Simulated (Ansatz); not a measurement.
Start from `CCB(O)O[SiH3]` and change one atom or group to get `CCB(O)S`.

Ansatz, PBE0-D4/def2-TZVP geometries, multiplicity 1. Each molecule was computed in one conformer, which needn't be the lowest.

```csv
property,`CCB(O)O[SiH3]`
HOMO energy (ωB97M-V/def2-TZVPP) / eV,-10.83
HOMO–LUMO gap (ωB97M-V/def2-TZVPP) / eV,12.58
LUMO energy (PBE0/def2-TZVPP) / eV,0.19
HOMO energy (PBE0/def2-TZVPP) / eV,-8.51
HOMO energy (B3LYP/def2-TZVPP) / eV,-8.32
LUMO energy (ωB97M-V/def2-TZVPP) / eV,1.75
```

What does the change do to each property? (Estimate.)

Ansatz gave: 
```json
{"property": "HOMO energy (ωB97M-V/def2-TZVPP) / eV", "`CCB(O)S`": "-9.82", "shift": "1.01"}
{"property": "HOMO–LUMO gap (ωB97M-V/def2-TZVPP) / eV", "`CCB(O)S`": "11.58", "shift": "-1.00"}
{"property": "LUMO energy (PBE0/def2-TZVPP) / eV", "`CCB(O)S`": "0.17", "shift": "-0.02"}
{"property": "HOMO energy (PBE0/def2-TZVPP) / eV", "`CCB(O)S`": "-7.61", "shift": "0.90"}
{"property": "HOMO energy (B3LYP/def2-TZVPP) / eV", "`CCB(O)S`": "-7.36", "shift": "0.96"}
{"property": "LUMO energy (ωB97M-V/def2-TZVPP) / eV", "`CCB(O)S`": "1.76", "shift": "0.01"}
```

B3LYP here is the variant with VWN-RPA as its local correlation; programs differ in this.
